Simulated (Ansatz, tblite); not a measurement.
Cost and result up the ladder for Be(NH2)2 (BeN2H4) (7 atoms). Total charge 0; singlet. Geometry: r2SCAN-D4/def2-TZVP.

```xyz
7

Be   -0.0004   -0.0003    0.0003
N    -0.7754   -0.3359   -1.2532
H    -1.4240    0.2788   -1.7177
H    -0.7223   -1.2083   -1.7536
N     0.7750    0.3356    1.2534
H     0.4609    0.1658    2.1952
H     1.6862    0.7644    1.2756
```

Ansatz on 4 threads of Arm Neoverse V1 on a shared host; xTB runs through tblite on one thread. Times are rough, summed over both states, and most runs start from the orbitals of an earlier one. PBE0-D4/def2-TZVP serves as the yardstick here, not as an exact answer. The other state is a triplet.

The xTB rows come from tblite. HOMO above LUMO, or a gap near zero within one spin, warns that the state may not be the lowest or that an electron is smeared out.

xTB has no spin-polarisation term.

```csv
level,functions,wall time
GFN1-xTB,20,0.013 s
GFN2-xTB,16,0.021 s
PBE-D4/def2-TZVP (with forces),105,1.5 s
PBE0-D4/def2-TZVP,105,2.9 s
r2SCAN-D4/def2-TZVP,105,4.6 s
```

Problem. Estimate what each level gives for the vertical triplet (eV).

Solution. 
```
                         level  vertical triplet (eV)  difference from PBE0-D4/def2-TZVP (eV)                                  remarks
                      GFN1-xTB                   6.76                                    1.36                                        –
                      GFN2-xTB                   7.98                                    2.58                                        –
PBE-D4/def2-TZVP (with forces)                   4.96                                   -0.44  gap within one spin near zero (triplet)
             PBE0-D4/def2-TZVP                   5.40                                    0.00                                        –
           r2SCAN-D4/def2-TZVP                   5.23                                   -0.17  gap within one spin near zero (triplet)
```
